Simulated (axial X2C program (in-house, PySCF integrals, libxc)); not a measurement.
# NbO along the bond: PBEsol, with spin–orbit coupling

Calculated with an in-house relativistic program for diatomic molecules. Two-component (2c) means X2C with spin–orbit coupling and atomic mean-field two-electron Coulomb and Gaunt terms. Basis: Nb dyall-cv3z [11s12p9d5f3g], O dyall-av3z [7s6p3d2f] (cores contracted in-house); Gaussian nuclei, density fitting, unrestricted open shells. Masses: Nb 92.906 u, O 15.995 u.

State: Ω = 3/2 (⟨Sz⟩ = 1.50, ⟨Lz⟩ = 0.00 at PBEsol). Dipoles are positive if O is the positive end.

Results along the bond:

| R (Å) | μ (D) | HOMO (eV) | LUMO (eV) |
| --- | --- | --- | --- |
| 1.522 | -2.076 | -3.86 | -2.55 |
| 1.572 | -2.456 | -3.96 | -2.61 |
| 1.622 | -2.814 | -4.07 | -2.67 |
| 1.672 | -3.152 | -4.17 | -2.81 |
| 1.730 | -3.523 | -4.28 | -3.02 |
| 1.789 | -3.868 | -4.39 | -3.21 |
| 1.864 | -4.273 | -4.51 | -3.45 |

One determinant describes the state; a PBE0 search over occupations chose it and may have missed a lower one. Density functionals use the spin component along the axis (collinear). With several unpaired electrons one determinant need not be a pure state. This is the top spin component of a Σ state; components of lower Ω are not single determinants and can lie lower.
